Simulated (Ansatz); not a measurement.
Cost and result for the atomization energy of `[CH3][Al]([SiH3])[SH]` (11 atoms, 10 bonds).

Cartesian coordinates in Å:
```
C 0.8898 -1.5741 0.5026
Al 0.3936 0.1858 -0.1742
Si -1.8692 1.1237 -0.0805
S 1.8942 1.4901 -1.0952
H 0.2820 -2.3531 0.0313
H 0.6995 -1.6364 1.5790
H 1.9414 -1.8155 0.3318
H -1.9452 2.4903 -0.6682
H -2.3558 1.2092 1.3278
H -2.8373 0.2598 -0.8178
H 2.9069 0.6201 -0.9366
```

The species carries charge 0 and has multiplicity 1. Geometry: relaxed with PBE0-D4/def2-TZVP. It is one conformer, not always the lowest. Program: Ansatz. All runs use 4 threads of an Arm Neoverse V1 on a shared host. Times are those of one run each, without the atoms' runs, and a repeat can differ threefold. Electronic energies, without spin–orbit coupling; frozen cores. CCSD(T)/CBS adds CCSD(T) − MP2 in def2-TZVPP to the MP2 limit, and its time is that of the two runs behind it. T1 = 0.012. B3LYP takes the VWN-RPA correlation (the form of Gaussian; ORCA's B3LYP/G).

CCSD(T)/CBS is a level of theory with its own doubt, some kJ/mol a heavy atom from the limit and from the frozen cores, so smaller differences don't rank the functionals.

```
                             level  functions  wall time  atomization (kcal/mol)  difference from CCSD(T)/CBS  per bond
                BLYP-D4/def2-TZVPP        255      2.3 s                   819.8                        -12.6      -1.3
              revPBE-D4/def2-TZVPP        255      2.6 s                   816.6                        -15.8      -1.6
   PBE-D4/def2-TZVPP (with forces)        255      2.8 s                   830.7                         -1.7      -0.2
                  CCSD(T)/def2-SVP        103      2.9 s                   781.4                        -51.0      -5.1
                PBE0-D4/def2-TZVPP        255      3.5 s                   826.6                         -5.8      -0.6
           CAM-B3LYP-D4/def2-TZVPP        255      4.2 s                   830.4                         -2.0      -0.2
 B3LYP-D4/def2-TZVPP (with forces)        255      5.5 s                   828.6                         -3.8      -0.4
               PBE-QIDH/def2-TZVPP        255        6 s                   823.6                         -8.8      -0.9
r2SCAN-D4/def2-TZVPP (with forces)        255        6 s                   834.2                          1.8       0.2
                 B97M-V/def2-TZVPP        255       11 s                   839.2                          6.8       0.7
                    MP2/def2-QZVPP        477       22 s                   822.6                         -9.8      -1.0
                CCSD(T)/def2-TZVPP        255      100 s                   811.6                        -20.8      -2.1
                 CCSD(T)/CBS(def2)          –      2 min                   832.4                          0.0       0.0
```

From BLYP to BHLYP (50 % exact exchange), in def2-TZVPP and without D4, the atomization energy moves by +1.2 kcal/mol. In def2-TZVPP, CCSD(T) changes the Hartree–Fock value by +182.0 kcal/mol (the triples alone add +9.2 kcal/mol) and MP2 by +180.8 kcal/mol; breaking electron pairs costs correlation energy, which Hartree–Fock lacks. The D4 term adds +8.5 kcal/mol with B3LYP and +4.6 kcal/mol with PBE0; it sums over pairs of atoms, weighted by their polarisabilities, and B3LYP, whose exchange is more repulsive, gets the larger term.
